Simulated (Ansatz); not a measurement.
```yaml
crystal:
  periodic: [false, false, false]
  atoms:
    - {symbol: B, position_ang: [-1.089747, 1.104861, -1.004426]}
    - {symbol: Al, position_ang: [0.739980, 0.542541, -0.133817]}
    - {symbol: Sb, position_ang: [1.070509, -2.012502, 0.535087]}
    - {symbol: H, position_ang: [-1.318519, 0.970638, -2.174868]}
    - {symbol: H, position_ang: [-2.010905, 1.510912, -0.351685]}
    - {symbol: H, position_ang: [1.977238, 1.512080, 0.122296]}
    - {symbol: H, position_ang: [1.330347, -1.490660, 2.143414]}
    - {symbol: H, position_ang: [-0.606802, -2.194972, 0.808200]}
basis:
  gaussian: {orbitals: def2-TZVPD}
magnetization: {spin_polarized: true, initial_magnetization: 1}
hamiltonian: {xc: {name: wB97X-V}}
```

```sh
$ ansatz run in.yaml --threads 2 --pin off --events-out ev --progress --plain --max-ram 4352MiB
```

Shortened log:

```
Error: a molecule whose nuclei and cores have a total charge of 46 cannot have a net charge of 0 together with 1 unpaired electrons
```

Q: What is wrong with this run?

A: The number of unpaired electrons doesn't fit the electron count. The input was rejected before any iteration.
